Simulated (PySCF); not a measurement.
A side-by-side comparison of computed properties.

First species: C3H5P.
SMILES: `C=CP=C`

Second species: C₅H₆OS.
SMILES: `O=C[C@@H]1CC=CS1`

Levels: B3LYP/def2-SVPD for dipole moment, HOMO energy, LUMO energy, HOMO–LUMO gap, static isotropic polarisability and electronic spatial extent ⟨r²⟩ about the centre of nuclear charge; TDDFT B3LYP/def2-SVPD for lowest singlet excitation; TDA B3LYP/def2-SVPD for lowest triplet excitation (Tamm–Dancoff); GFN2-xTB for rotational constant A and rotational constant C. Geometries: GFN2-xTB. All species are isolated and taken at one optimised geometry, non-relativistic unless stated. Electronic properties by PySCF.

The conformers computed, where there is a choice (atom-mapped SMILES and torsion angles):
- `[CH2:1]=[CH:2][P:3]=[CH2:4]`: C1–C2–P3–C4 180°
- `[O:1]=[CH:2][C@@H:3]1[CH2:4][CH:5]=[CH:6][S:7]1`: O1–C2–C3–C4 4°

(1) Which of the two has the higher T1 energy, and by how much?

(2) Which has the higher ⟨r²⟩?

(3) Which has the higher static isotropic polarisability?

(4) Which of the two has the higher S1 energy, and by how much?

(5) Which of the two has the higher HOMO–LUMO gap, and by how much?

(6) Which has the higher rotational constant A?

(7) Which of the two has the higher dipole moment, and by how much?

(8) Which of the two has the higher rotational constant C, and by how much?

## Answers

(1) The second: 3.31 eV against 2.68 eV, a difference of 0.63 eV.

(2) The second: 785 bohr² against 415 bohr², a difference of 370 bohr².

(3) The second: 78.7 au against 66.3 au, a difference of 12.4 au.

(4) The first: 4.44 eV against 3.77 eV, a difference of 0.67 eV.

(5) The first: 4.91 eV against 4.74 eV, a difference of 0.17 eV.

(6) The first: 21.168 GHz against 3.432 GHz, a difference of 17.736 GHz.

(7) The second: 2.29 D against 1.10 D, a difference of 1.19 D.

(8) The first: 3.132 GHz against 1.668 GHz, a difference of 1.464 GHz.

On the first: No computed singlet falls in the visible range (750 to 380 nm, 1.65 to 3.26 eV); S1 lies 1.18 eV above its blue end. S1 lies 0.47 eV below the HOMO–LUMO gap; its leading configuration is HOMO−1→LUMO, weight 0.99.

On the second: The dipole matches unit charges of opposite sign 0.48 Å apart (1 e·Å = 4.8032 D). In wavenumbers S1 is 30400 cm⁻¹ (1 eV = 8065.54 cm⁻¹).
